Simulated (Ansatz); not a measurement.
A made-up structure of AlBSiH4O, closed shell:

```
8
angstrom
B -0.2581 1.2437 0.9473
Al -0.1474 0.6692 -1.1268
O 0.0932 -0.4091 1.3390
Si 0.2288 -1.0868 -0.1843
H -0.2615 1.1738 -2.5560
H -0.4240 2.0495 1.7508
H 1.5868 -1.6667 -0.3974
H -0.7803 -2.1672 -0.3854
```

It is relaxed with PBE-D4/def2-SVP and then PBE0-D4/def2-TZVP (Ansatz 0.2.0). Atoms count as bonded within 1.22 times the sum of their covalent radii (H–H: 0.88 Å). The end point is not checked to be a true minimum.

(1) Does its bonding change? (Judge from chemistry; the calculation decides.)

## Answers

(1) Computed: No: no bond forms or breaks.

Where it ends: The first stage lowers the energy by 2.73 eV in 9 steps. It ends as AlBSiH₄O ([BH]1[O][SiH2][AlH]1):
```
8
angstrom
B -0.2239 1.0800 0.8755
Al -0.2018 0.9233 -1.2976
O 0.0514 -0.2161 1.1612
Si 0.2595 -1.2333 -0.2150
H -0.3515 1.5975 -2.7305
H -0.3841 1.8593 1.7741
H 1.6104 -1.8554 -0.0962
H -0.7225 -2.3488 -0.0843
```

Labels in which every atom is bracketed show which atoms are joined, not bond orders.

For scale, one of the runs: PBE0-D4/def2-TZVP relaxation, 160 basis functions, launched by `ansatz run in.yaml --threads 2 --pin off --events-out ev --progress --plain --max-ram 4352MiB`. Hardware: 2 CPU threads of an Arm Neoverse V2, shared host. Wall time about 26 s.
